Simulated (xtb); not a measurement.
xtb input (GFN2-xTB):

```bash
xtb mol.xyz --gfn 2 --sp --chrg 1 --uhf 0
```
mol.xyz:
```
4

H     -0.00000000    -0.00000000    -2.22228430
C     -0.00000000    -0.00000000    -1.14137802
C      0.00000000     0.00000000     0.08705893
C      0.00000000     0.00000000     1.42469980
```

End of the output:

```
         :::::::::::::::::::::::::::::::::::::::::::::::::::::
         ::                     SUMMARY                     ::
         :::::::::::::::::::::::::::::::::::::::::::::::::::::
         :: total energy              -6.104526340292 Eh    ::
         :: gradient norm              0.074316321746 Eh/a0 ::
         :: HOMO-LUMO gap              1.468087387687 eV    ::
         ::.................................................::
         :: SCC energy                -6.262941400224 Eh    ::
         :: -> isotropic ES            0.176709658522 Eh    ::
         :: -> anisotropic ES         -0.022743394525 Eh    ::
         :: -> anisotropic XC          0.021031672620 Eh    ::
         :: -> dispersion             -0.000959594190 Eh    ::
         :: repulsion energy           0.158415059932 Eh    ::
         :: add. restraining           0.000000000000 Eh    ::
         :: total charge               0.999999999999 e     ::
         :::::::::::::::::::::::::::::::::::::::::::::::::::::

           -------------------------------------------------
          |                Property Printout                |
           -------------------------------------------------

    * Orbital Energies and Occupations

         #    Occupation            Energy/Eh            Energy/eV
      -------------------------------------------------------------
         1        2.0000           -1.0081600             -27.4334
         2        2.0000           -0.9727841             -26.4708
         3        2.0000           -0.8741321             -23.7863
         4        2.0000           -0.8501421             -23.1335
         5        2.0000           -0.8501421             -23.1335
         6        2.0000           -0.7913106             -21.5327 (HOMO)
         7                         -0.7373594             -20.0646 (LUMO)
         8                         -0.7373594             -20.0646
         9                         -0.5111550             -13.9092
        10                         -0.5111550             -13.9092
        11                         -0.2614460              -7.1143
        12                          0.0667656               1.8168
        13                          0.9535282              25.9468
Note: The following floating-point exceptions are signalling: IEEE_DENORMAL
normal termination of xtb
      -------------------------------------------------------------
                  HL-Gap            0.0539512 Eh            1.4681 eV
             Fermi-level           -0.7646517 Eh          -20.8072 eV

     #   Z          covCN         q      C6AA      α(0)
     1   1 H        0.926     0.323     0.644     1.255
     2   6 C        1.908     0.215    26.057     8.244
     3   6 C        1.961     0.241    25.477     8.151
     4   6 C        0.982     0.221    29.940     9.191

 Mol. C6AA /au·bohr⁶  :        269.760955
 Mol. C8AA /au·bohr⁸  :       7534.989965
 Mol. α(0) /au        :         26.840874

Wiberg/Mayer (AO) data.
largest (>0.10) Wiberg bond orders for each atom

 ---------------------------------------------------------------------------
     #   Z sym  total        # sym  WBO       # sym  WBO       # sym  WBO
 ---------------------------------------------------------------------------
     1   1 H    0.896 --     2 C    0.876
     2   6 C    3.707 --     3 C    2.270     1 H    0.876     4 C    0.562
     3   6 C    3.971 --     2 C    2.270     4 C    1.695
     4   6 C    2.271 --     3 C    1.695     2 C    0.562
 ---------------------------------------------------------------------------

Topologies differ in total number of bonds
Writing topology from bond orders to xtbtopo.mol

molecular dipole:
                 x           y           z       tot (Debye)
 q only:        0.000       0.000      -1.187
   full:       -0.000      -0.000      -1.582       4.020
molecular quadrupole (traceless):
                xx          xy          yy          xz          yz          zz
 q only:       -4.152       0.000      -4.152       0.000       0.000       8.304
  q+dip:       -4.956       0.000      -4.956      -0.000      -0.000       9.911
   full:       -2.843       0.000      -2.843      -0.000      -0.000       5.687

           -------------------------------------------------
          | TOTAL ENERGY               -6.104526340292 Eh   |
          | GRADIENT NORM               0.074316321746 Eh/α |
          | HOMO-LUMO GAP               1.468087387687 eV   |
           -------------------------------------------------

------------------------------------------------------------------------
------------------------------------------------------------------------
 total:
 SCF:
```

It need not be the lowest isomer of its formula.
